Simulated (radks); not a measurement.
Correlation energies from several functionals, in hartree. Species: Mg+ [Ne] 3s1; Zn2+ [Ar] 3d10; Cr9+ [Ne] 3s2 3p3. Calculated with a radial shooting solver on a logarithmic mesh with Libxc functionals: non-relativistic Kohn-Sham, r2SCAN, spin-polarised, spherical densities, point nucleus; meta-GGA in the generalised Kohn-Sham scheme. Every spin shell is full or empty, so the densities are truly spherical. Functionals are evaluated on that one density, not self-consistently.

functional	Mg+	Zn2+	Cr9+
PW92	-0.84204	-2.5745	-1.3904
VWN5	-0.84633	-2.5869	-1.3973
PZ	-0.83889	-2.5700	-1.3828
Chachiyo	-0.82629	-2.5358	-1.3654
P86	-0.42853	-1.5402	-0.71851
AM05	-0.75882	-2.3738	-1.2639
TPSS	-0.38431	-1.3651	-0.61008
Tao-Mo	-0.34501	-1.2995	-0.55853
